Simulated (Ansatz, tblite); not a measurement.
Isomers of ZnTe2⁻ (doublet), found by a short tight-binding search and relaxed with r2SCAN-D4/def2-TZVPD in Ansatz.

In the def2 sets Te takes a core potential; there is no spin–orbit coupling. The xTB rows come from tblite. LC-ωPBE has ω = 0.4 bohr⁻¹. HSE06 is defined as in plane-wave codes, on full-range PBE exchange. Correlated methods freeze 17 core orbitals; core or outer-core shells of Te are correlated, in sets that lack core-valence functions. In CCSD on the charge -1 doublet the largest single amplitude is 0.34, so its Hartree–Fock determinant may place the open shell otherwise than the density functionals do.

B: At PBE-D4/def2-TZVPD the gap within one spin of the charge -1 doublet nearly closes, so an electron or hole may be smeared out by delocalisation error.

Other spin states were run for one of them alone.

A:

```xyz
3

Zn   -0.4734    1.1329    1.5505
Te    1.1228   -1.2151   -0.0299
Te   -0.6494    0.0822   -1.5207
```

B:

```csv
atom,x (Å),y (Å),z (Å)
Zn1,0.000,0.000,0.004
Te2,-1.781,1.652,-0.167
Te3,1.781,-1.652,0.163
```

Problem. Estimate which lies lowest at each level, and how far above it the others are (kJ/mol).

Solution. 
| level | A | B |
| --- | --- | --- |
| GFN1-xTB | 0.0 | 77.8 |
| GFN2-xTB | 109.4 | 0.0 |
| HF/def2-SVPD | 145.6 | 0.0 |
| PBE-D4/def2-TZVPD | 97.0 | 0.0 |
| r2SCAN-D4/def2-TZVPD | 127.1 | 0.0 |
| PBE0-D4/def2-TZVPD | 102.4 | 0.0 |
| HSE06-D4/def2-TZVPD | 104.2 | 0.0 |
| LC-ωPBE/def2-TZVPD | 128.3 | 0.0 |
| MP2/def2-SVPD | 114.8 | 0.0 |
| CCSD/def2-SVPD | 112.2 | 0.0 |
| CCSD(T)/def2-SVPD | 111.8 | 0.0 |
Point groups (tolerance 0.1 Å): A Cs, B D∞h. Lower isomers may exist.
